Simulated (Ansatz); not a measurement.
Single points on the cluster Ni₂O₂⁺.

```yaml
crystal:
  periodic: [false, false, false]
  atoms:
    - {symbol: Ni, position_ang: [0.221778, 0.709386, 0.963118]}
    - {symbol: Ni, position_ang: [-0.225523, -0.778649, -1.039503]}
    - {symbol: O, position_ang: [0.932823, -0.720688, 0.326321]}
    - {symbol: O, position_ang: [-0.929088, 0.789951, -0.249926]}
basis:
  gaussian: {orbitals: def2-SVP, initial_orbitals: start.molden}
total_charge: 1
magnetization: {spin_polarized: true, initial_magnetization: 1}
hamiltonian: {xc: pbe, dispersion: d4}
scf: {omitted_lower_state_checks: [starts]}
output: {orbitals: {seedname: orbitals}}
```

The file start.molden holds the orbitals of an earlier run on this structure, at another level or in another basis.

```sh
$ ansatz run in.yaml --threads 4 --pin off --events-out ev --progress --plain --max-ram 3916MiB
```

It prints (some lines left out):

```
Functional definition: PBE
1070 factors; their error is unknown
mean field evaluation 1: about -86140.5225 eV, gradient 1.0e1 eV
mean field evaluation 2: about -86141.2648 eV, gradient 1.1e0 eV
mean field evaluation 4: about -86141.3834 eV, gradient 9.9e-2 eV
mean field evaluation 8: about -86141.3401 eV, gradient 8.6e-4 eV
mean field -86141.34011907 eV, -3165.6358606782 hartree, gradient 1.2e-5 eV, S^2 1.637236; 0 other end points of the search recorded, 0 dependent functions left out
reference -86141.34018788 eV, -3165.6358632072 hartree; 36, 35 occupied and 54, 55 virtual orbitals, 1070 factors
Total energy: -86141.43562315 eV, -3165.6393703886 hartree
Checks for a lower state left out: starts
```

Run time 2.5 s (4 threads of Arm Neoverse V1 on a shared host).

As the first input, with `gaussian: {orbitals: def2-TZVP, initial_orbitals: start.molden}`, `hamiltonian: {xc: pbe0, dispersion: d4}` (abridged; 16 s):

```
Functional definition: PBE0
mean field -86156.29227313 eV, -3166.1853422052 hartree, gradient 6.0e-6 eV, S^2 1.807873
Total energy: -86156.37142993 eV, -3166.1882511638 hartree
Checks for a lower state left out: starts
```

The first input with `gaussian: {orbitals: def2-TZVP, initial_orbitals: start.molden}`, `hamiltonian: {xc: r2scan, dispersion: d4}` (abridged; 21 s):

```
Functional definition: r2SCAN
mean field evaluation 16: about -86172.1712 eV, gradient 1.3e-5 eV
mean field -86172.17121082 eV, -3166.7688824020 hartree, gradient 1.3e-5 eV, S^2 1.723940
Total energy: -86172.18987644 eV, -3166.7695683511 hartree
Checks for a lower state left out: starts
```

As the first input, with `gaussian: {orbitals: def2-TZVP, initial_orbitals: start.molden}`, `hamiltonian: {xc: {name: wB97X-V}}` (abridged; 47 s):

```
Functional definition: wB97X-V
mean field -86163.36928492 eV, -3166.4454175916 hartree, gradient 9.6e-6 eV, S^2 1.802629
Total energy: -86163.36928315 eV, -3166.4454175265 hartree
Checks for a lower state left out: starts
```

The first input with `gaussian: {orbitals: def2-TZVP, initial_orbitals: start.molden}`, `hamiltonian: {xc: {name: r2SCAN0}, dispersion: d4}` (abridged; 37 s):

```
Functional definition: r2SCAN0
mean field evaluation 16: about -86167.6068 eV, gradient 2.5e-5 eV
mean field -86167.60682371 eV, -3166.6011442699 hartree, gradient 7.5e-6 eV, S^2 2.111369
Total energy: -86167.63020162 eV, -3166.6020033919 hartree
Checks for a lower state left out: starts
```

As the first input, with `gaussian: {orbitals: def2-TZVP, initial_orbitals: start.molden}`, `correlation: {method: mp2}` and without the key `hamiltonian` (abridged; 15 s):

```
Functional definition: HF
mean field evaluation 16: about -86074.6319 eV, gradient 2.4e-2 eV
mean field -86074.63216119 eV, -3163.1843884427 hartree, gradient 2.4e-6 eV, S^2 2.679087
12 core orbitals not correlated: weight in the atoms' cores, before any rotation towards them, 1.000 or more for the frozen orbitals, at most 0.000 for the correlated occupied ones
second order -41.03722159 eV of doubles, -0.00000000 eV of singles
Total energy: -86115.66938278 eV, -3164.6924785200 hartree
Checks for a lower state left out: starts
```

First input, but with `gaussian: {orbitals: def2-TZVP, initial_orbitals: start.molden}`, `hamiltonian: {xc: pbe}`, `correlation: {method: rpa}` and without the key `output` (abridged; 6 s):

```
Functional definition: PBE
mean field -86158.26051057 eV, -3166.2576735968 hartree, gradient 4.5e-6 eV, S^2 1.632240
12 core orbitals not correlated: weight in the atoms' cores, before any rotation towards them, 1.000 or more for the frozen orbitals, at most 0.000 for the correlated occupied ones
Total energy: -86131.20944578 eV, -3165.2635653018 hartree
Checks for a lower state left out: starts
```

Geometry: r2SCAN-D4/def2-SVP.

Correlated methods freeze 12 core orbitals; core or outer-core shells of Ni are correlated, in sets that lack core-valence functions. At PBE-D4/def2-SVP, PBE0-D4/def2-TZVP, r2SCAN-D4/def2-TZVP, ωB97X-V/def2-TZVP and others the charge 1 doublet is spin-contaminated (final ⟨S²⟩ up to 2.68, 0.75 for a pure state). The geometry of the doublet was relaxed on an unsound state (⟨S²⟩ 1.73, where a pure state has 0.75). At PBE0-D4/def2-TZVP a quartet of charge 1 lies 0.14 eV below the doublet, each at its own geometry. That quartet is doubtful there (⟨S²⟩ 4.11, where a pure state has 3.75). The structure comes from a short search, and lower isomers may exist.
